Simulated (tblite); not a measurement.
Species: C₈H₅ (doublet state).
Atom-mapped SMILES: `[CH:1]#[C:2][c:3]1[cH:4][c:5][cH:6][cH:7][cH:8]1` (hydrogens: H9 on C1; H10 on C4; H11 on C6; H12 on C7; H13 on C8)
Bond orders are those of one Lewis drawing.

Computed with GFN2-xTB (tblite), gas phase: L-BFGS steps from a force-field or distance-geometry start until the largest atomic force falls under 0.01 eV/Å.

Step 0: E = -530.1991 eV
```
atom  x, y, z in Å  |  force x, y, z in eV/Å
C1      2.6610    1.6402   -0.7586   -0.114  -0.050   0.052
C2      1.6717    1.0369   -0.4256    0.181   0.007   0.130
C3      0.5232    0.3013   -0.0049    0.122   0.313  -0.867
C4      0.2910    0.0497    1.3362   -0.974  -0.866   1.900
C5     -0.8426   -0.6684    1.7470    0.460   0.573  -2.638
C6     -1.7593   -1.1152    0.7844    0.548   0.192   1.174
C7     -1.5356   -0.8513   -0.5694    0.606   0.327   0.163
C8     -0.3954   -0.1396   -0.9594   -0.799  -0.528   0.243
H9      3.5230    2.1815   -1.0595   -0.383  -0.232   0.108
H10     0.9889    0.3828    2.1050   -0.059   0.020  -0.334
H11    -2.6369   -1.6679    1.1043    0.095   0.072  -0.145
H12    -2.2517   -1.2066   -1.3075    0.201   0.116   0.194
H13    -0.2417    0.0571   -2.0097    0.115   0.056   0.022
```

Q: Estimate the geometry and energy of step 1. (The exact step hangs on the optimiser's Hessian estimate; all steps are aligned on step 0, rigid shifts and turns removed.)

A: E = -530.3152 eV, largest force 0.702 eV/Å
```
atom  x, y, z in Å  |  force x, y, z in eV/Å
C1      2.6594    1.6395   -0.7579    0.130   0.096  -0.029
C2      1.6743    1.0370   -0.4238   -0.228  -0.220   0.195
C3      0.5249    0.3058   -0.0173   -0.211  -0.044   0.479
C4      0.2771    0.0373    1.3634    0.414   0.210  -0.493
C5     -0.8360   -0.6603    1.7093    0.018   0.096  -0.599
C6     -1.7514   -1.1125    0.8012   -0.212  -0.099  -0.415
C7     -1.5269   -0.8466   -0.5670   -0.355  -0.277   0.539
C8     -0.4068   -0.1471   -0.9560    0.216   0.120  -0.094
H9      3.5175    2.1782   -1.0579   -0.239  -0.145   0.074
H10     0.9880    0.3831    2.1002    0.019   0.030  -0.040
H11    -2.6356   -1.6668    1.1022    0.163   0.104  -0.058
H12    -2.2488   -1.2050   -1.3047    0.267   0.144   0.282
H13    -0.2401    0.0579   -2.0094    0.018  -0.016   0.159
```

The energy changes by -0.1162 eV. The first-order estimate −F·Δx gives -0.2488 eV and the mean of the old and new forces, exact on a quadratic surface, -0.1161 eV. The step makes an angle of 0° with the force vector and moves no atom by more than 0.039 Å.

What follows is the cost of the whole relaxation. Time: 0.13 s wall. Hardware: one thread, AMD EPYC 7B13 (x86_64), shared host.
